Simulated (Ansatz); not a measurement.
MoS2⁻. Total charge -1; doublet. Geometry PBE0-D4/def2-TZVPD.

```
atom   x (Å)   y (Å)   z (Å)
 Mo1  -1.183   1.534   0.446
  S2  -0.186  -0.150  -0.256
  S3   1.369  -1.384  -0.191
```

In the def2 sets Mo takes a core potential; there is no spin–orbit coupling. At LDA (SPW92)/def2-TZVPD, PBE-D4/def2-TZVPD, r2SCAN-D4/def2-TZVPD, PBE0-D4/def2-TZVPD and others the charge -1 doublet is spin-contaminated (final ⟨S²⟩ up to 2.10, 0.75 for a pure state). At LDA (SPW92)/def2-TZVPD, PBE-D4/def2-TZVPD, r2SCAN-D4/def2-TZVPD the highest occupied level of the charge -1 doublet lies above zero (up to 0.42 eV). The electron is either unbound and held by the finite basis, or the level is raised by self-interaction error. Another isomer (quartet) lies 4.22 eV lower at PBE0-D4/def2-TZVPD; other spin states weren't run for this one.

(1) Estimate the α-spin orbital energies around the gap (eV) in Ansatz with LDA (SPW92)/def2-TZVPD, PBE-D4/def2-TZVPD, r2SCAN-D4/def2-TZVPD, PBE0-D4/def2-TZVPD, CAM-B3LYP-D4/def2-TZVPD.

Results:

(1) 
| orbital | LDA (SPW92)/def2-TZVPD | PBE-D4/def2-TZVPD | r2SCAN-D4/def2-TZVPD | PBE0-D4/def2-TZVPD | CAM-B3LYP-D4/def2-TZVPD |
| --- | --- | --- | --- | --- | --- |
| HOMO−9 | -14.97 | -14.91 | -15.72 | -17.15 | -18.71 |
| HOMO−8 | -10.37 | -10.30 | -10.84 | -12.10 | -13.54 |
| HOMO−7 | -5.25 | -5.14 | -5.50 | -6.33 | -7.46 |
| HOMO−6 | -3.99 | -3.87 | -4.17 | -5.08 | -6.33 |
| HOMO−5 | -3.97 | -3.85 | -4.17 | -5.04 | -6.29 |
| HOMO−4 | -1.30 | -1.19 | -1.39 | -2.03 | -3.28 |
| HOMO−3 | -1.24 | -1.12 | -1.38 | -1.99 | -3.27 |
| HOMO−2 | -0.44 | -0.40 | -0.86 | -1.90 | -3.01 |
| HOMO−1 | -0.15 | -0.21 | -0.77 | -1.87 | -2.91 |
| HOMO | -0.15 | -0.21 | -0.75 | -1.44 | -2.53 |
| LUMO | 0.44 | 0.68 | 0.86 | 1.55 | 2.47 |
| LUMO+1 | 0.97 | 1.09 | 1.07 | 1.77 | 2.80 |
| LUMO+2 | 1.32 | 1.48 | 1.67 | 2.15 | 3.02 |
| LUMO+3 | 2.58 | 2.74 | 2.91 | 3.25 | 3.72 |
| LUMO+4 | 2.90 | 2.98 | 3.17 | 3.49 | 4.11 |
| LUMO+5 | 3.17 | 3.20 | 3.65 | 3.63 | 4.16 |
| β HOMO | 0.22 | 0.42 | 0.32 | -0.31 | -1.37 |
| β LUMO | 1.29 | 1.46 | 1.56 | 2.27 | 3.20 |
